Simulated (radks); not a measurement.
The nuclear charge of neutral lithium is varied continuously with 3 electrons held in [He] 2s1. Method: non-relativistic Kohn-Sham, BLYP, spin-polarised, spherical densities, point nucleus; open shells are filled with parallel spins first; computed with a radial shooting solver on a logarithmic mesh with Libxc functionals. By the Hellmann-Feynman theorem dE/dZ = E(electron-nucleus)/Z, the electronic potential at the nucleus.

| Z | E (hartree) | E(electron-nucleus)/Z (hartree) | HOMO | e(HOMO) (eV) | <r> HOMO (bohr) |
|---|---|---|---|---|---|
| 2.8 | -6.38376 | -5.26799 | 2s | -1.648 | 4.423 |
| 2.9 | -6.92189 | -5.49460 | 2s | -2.301 | 4.066 |
| 3 | -7.48267 | -5.72085 | 2s | -3.030 | 3.769 |
| 3.1 | -8.06605 | -5.94685 | 2s | -3.835 | 3.517 |
| 3.2 | -8.67203 | -6.17266 | 2s | -4.712 | 3.300 |
| 3.3 | -9.30058 | -6.39830 | 2s | -5.663 | 3.111 |
| 3.4 | -9.95169 | -6.62383 | 2s | -6.684 | 2.944 |
| 3.5 | -10.62534 | -6.84926 | 2s | -7.777 | 2.795 |
| 3.6 | -11.32154 | -7.07461 | 2s | -8.941 | 2.662 |
| 3.7 | -12.04026 | -7.29990 | 2s | -10.174 | 2.541 |
| 3.8 | -12.78152 | -7.52514 | 2s | -11.478 | 2.432 |
| 3.9 | -13.54529 | -7.75034 | 2s | -12.851 | 2.332 |
| 4 | -14.33158 | -7.97550 | 2s | -14.294 | 2.241 |

The central difference of E at Z = 3 is -5.721 hartree, to compare with the third column; the second derivative is -2.26 hartree.
